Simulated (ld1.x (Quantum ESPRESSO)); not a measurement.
## bismuth (Bi): variants of one TM semilocal potential

Base potential:

bismuth, norm-conserving Troullier–Martins (semilocal form), made with ld1.x (Quantum ESPRESSO) 7.5 (PBE, scalar-relativistic). Core [Xe] 4f14, reference 5d10 6s2 6p1 (charge +2). Waves: 6s (bound): rc 1.85 bohr; 5d (bound): rc 1.70 bohr; 6p (bound): rc 2.40 bohr. Local part: the p channel. Core correction: none.

All-electron outer shells of the reference configuration (PBE, scalar-relativistic, ld1.x):

```csv
shell,level (eV),outermost node (bohr),outermost maximum (bohr)
5p,-113.42,0.48,0.86
5d,-44.53,0.51,1.03
6s,-30.71,0.98,1.83
6p,-19.19,1.14,2.27
```

Cutoffs, loose and tight: the cutoffs (Ry, on a coarse ladder) from which the occupation-weighted sum of valence levels, in a spherical-Bessel basis at the reference potential, stays within 10 and 1 mRy of its value at 400 Ry. They do not see the model core or the augmentation charge, which bear on the density cutoff. Test errors are all-electron minus pseudo excitation energies from the reference, over the configurations 5d10 6s2 6p3; 5d10 6s2 6p2; 5d10 6s2 6p0; 5d10 6s1 6p4; 5d10 6s1 6p0; 5d10 6s2 6p2.5; 5d10 6s1 6p3. A dash means not determined; rows that change the core or the reference have their own tests.

A true bound ghost makes a file unfit for plane-wave use even where its test errors are small: the radial tests pick states by their node count and pass the ghost by.

A semilocal file is local in each channel, so a ghost entry of none says nothing of the separable form that plane-wave codes build from it.

```csv
change,outcome,"cutoff, loose","cutoff, tight",bound ghosts,largest test error (meV)
base,generated,55 Ry,90 Ry,none,+23
wave 6p (bound): rc 2.40 bohr becomes 6p (bound): rc 1.54 bohr,generated,110 Ry,140 Ry,p (extra level of the local part),+94
wave 6p (bound): rc 2.40 bohr becomes 6p (bound): rc 1.86 bohr,generated,60 Ry,90 Ry,none,+31
wave 6p (bound): rc 2.40 bohr becomes 6p (bound): rc 1.98 bohr,generated,60 Ry,90 Ry,none,+27
wave 6p (bound): rc 2.40 bohr becomes 6p (bound): rc 2.28 bohr,generated,55 Ry,90 Ry,none,+23
wave 6p (bound): rc 2.40 bohr becomes 6p (bound): rc 2.50 bohr,generated,55 Ry,90 Ry,none,+23
wave 6p (bound): rc 2.40 bohr becomes 6p (bound): rc 2.64 bohr,generated,55 Ry,90 Ry,none,+24
wave 6p (bound): rc 2.40 bohr becomes 6p (bound): rc 2.96 bohr,generated,55 Ry,90 Ry,none,+27
wave 6p (bound): rc 2.40 bohr becomes 6p (bound): rc 3.10 bohr,generated,55 Ry,90 Ry,none,+28
wave 6p (bound): rc 2.40 bohr becomes 6p (bound): rc 3.34 bohr,generated,55 Ry,90 Ry,none,-49
wave 6p (bound): rc 2.40 bohr becomes 6p (bound): rc 3.64 bohr,generated,55 Ry,90 Ry,none,-84
```

Reading the sweep of the p radius (base included, trends over the rows without a ghost): The loose cutoff stays near 55 Ry. The median size of the test errors (rows with all tests solved) is not monotonic: lowest 11.3 meV at 2.28 bohr, highest 26.6 meV at 3.34 bohr. Bound ghosts are found at 1.54 bohr.
